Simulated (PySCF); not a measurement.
H3OSi, SMILES [O][SiH3] (connectivity only; charge and spin as stated), charge -1, multiplicity 1.

Geometry optimised at PBE0-D3(BJ)/def2-TZVPD. The multiplicity is an assumed one; other spin states were not compared. The isomer is the one that the SMILES or the coordinates give; other isomers of the formula were not compared.

Calculation: PBE/def2-TZVPD run with PySCF.

Symmetry labels are those of the subgroup Cs that the program uses (full group C3v).

### Question
List the valence orbital energies around the gap with their symmetry. (An estimate is asked for; the answer gives what the named calculation found.)

### Answer

```csv
orbital,symmetry,energy (eV)
HOMO−7,A',-87.89
HOMO−6,A',-15.80
HOMO−5,A',-6.58
HOMO−4,A',-2.69
HOMO−3,A",-2.69
HOMO−2,A',-1.70
HOMO−1,A',0.08
HOMO,A",0.08
LUMO,A',3.97
LUMO+1,A',4.50
LUMO+2,A",5.34
LUMO+3,A',5.34
```
